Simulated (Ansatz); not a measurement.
Reactions of C3H2BrF, SMILES `FC1C=C1Br`.

Isolated molecules relaxed with PBE0-D4/def2-TZVP in Ansatz; ΔE leaves out vibrations. CCSD(T)/CBS adds triple-zeta CCSD(T) − MP2 to the extrapolated MP2 energy (def2 sets, frozen cores). This one scheme is used for every species, atoms too. DFT in def2-TZVPP. B3LYP here is the variant with VWN-RPA as its local correlation; programs differ in this. No spin–orbit coupling; open shells (•) take unrestricted orbitals. Spin–orbit coupling would lower the free atoms: a little for C, F; clearly for Br. Bonds to Br are less sure, by a few kJ/mol each and by 10 to 20 or more in all where they break to atoms, as the def2 sets lack core-valence functions. Scalar relativity is left out up to krypton. One conformer a species, not always the lowest.

| reaction | CCSD/CBS(def2) (eV) | B2PLYP (eV) | B3LYP-D4 (eV) | PBE0-D4 (eV) | CCSD(T)/CBS(def2) (eV) |
| --- | --- | --- | --- | --- | --- |
| `FC1C=C1Br` → `FC1(Br)C=C1` | -0.03 | 0.01 | -0.01 | 0.00 | -0.03 |
| `FC1C=C1Br` + H₂ → `FC1C=C1` + HBr | -0.86 | -0.77 | -0.73 | -0.74 | -0.79 |
| `FC1C=C1Br` + H₂S → `FC1C=C1S` + HBr | -0.30 | -0.30 | -0.33 | -0.35 | -0.30 |
| `FC1C=C1Br` → Br• + 3 C• + F• + 2 H• | 28.01 | 28.48 | 28.69 | 29.38 | 28.72 |

Largest T1 diagnostic: 0.012, for `FC1C=C1S`.
